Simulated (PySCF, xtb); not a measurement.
C3H8BNO, SMILES CNB1COC1.

GFN2-xTB in xtb at its own geometry gives an orbital gap of 5.00 eV and a dipole moment of 4.41 D.

Geometry optimised at PBE0-D3(BJ)/def2-SVP. This is a generated structure with no PubChem entry under its InChIKey; it may be hypothetical. The values are those of a single conformer.

Problem. What does PBE/def2-TZVP in PySCF give? (Estimate from the structure and the level; the computed values follow.)

Solution. gap 4.87 eV (levels -5.24 and -0.37 eV), dipole 3.72 D.
